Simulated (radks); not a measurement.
Q: Ionisation of the aluminium ion Al+, [Ne] 3s2, to [Ne] 3s1 as the strength of local exchange is varied. Method: Dirac Kohn-Sham, Slater X-alpha exchange (alpha = 2/3 is LDA exchange), no correlation, spin-unpolarised, spherical densities, finite nucleus; Fermi nuclear charge, rms radius 3.061 fm; computed with a radial shooting solver on a logarithmic mesh with Libxc functionals.

alpha  E(Al+) (hartree)  exchange (hartree)  IE (eV)  -e of the level emptied (eV)  <r> of it (bohr)
0.652        -240.26189           -15.95664   18.088                13.651 (3s1/2)             2.406
0.702        -241.48806           -17.25044   18.553                14.100 (3s1/2)             2.380
0.744        -242.52190           -18.34493   18.949                14.483 (3s1/2)             2.359
x            -240.62922           -16.34373   18.227                13.785 (3s1/2)             2.398

Which alpha was used in the last row?

A: alpha = 0.667. NIST Atomic Spectra Database: 18.829 eV (measured). The Delta-SCF value meets it near alpha = 0.73. Spin polarisation and multiplet splitting are left out, so open shells lie too high by an amount that depends on their filling.

Beside tabulated values, note that spin-unpolarised runs miss the spin-polarisation part of the exchange energy of open shells.
